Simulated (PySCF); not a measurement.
**Neon: a sound run and one with changed settings**

Sound run: Ne²⁺ [He] 2s2 2p4, Ne³⁺ [He] 2s2 2p3. Computed with PySCF 2.14 in cc-pVDZ-DK (3s2p1d, 14 functions), with the spin-free X2C one-electron Hamiltonian (Gaussian nucleus). The sound run starts from symmetry-adapted Hartree-Fock orbitals and uses a fine grid where one is needed.

A second run was set up differently.

| species | method | sound run (hartree) | changed run (hartree) | converged |
| --- | --- | --- | --- | --- |
| Ne²⁺ | UHF | -126.45544 | -126.45544 | yes |
| Ne²⁺ | MN15 | -126.69624 | -126.68762 | yes |
| Ne²⁺ | PBE0 | -126.65538 | -126.65487 | yes |
| Ne³⁺ | UHF | -124.18783 | -124.18783 | yes |
| Ne³⁺ | MN15 | -124.34700 | -124.34700 | yes |
| Ne³⁺ | PBE0 | -124.31356 | -124.31356 | yes |

Ionisation energy of Ne²⁺:

```json
{"method": "UHF", "sound run (eV)": "61.705", "changed run (eV)": "61.705"}
{"method": "MN15", "sound run (eV)": "63.926", "changed run (eV)": "63.691"}
{"method": "PBE0", "sound run (eV)": "63.724", "changed run (eV)": "63.710"}
```

(1) What was changed?
A. a valence shell is frozen
B. angular grid far too coarse
C. basis contracted for another Hamiltonian
D. all electrons correlated in a valence basis

Answers

(1) B. It used 14 angular points. A coarse angular grid integrates products of high-l functions wrongly, so density functionals can shift, and the SCF can exploit the error; Hartree-Fock and MP2 need no grid.
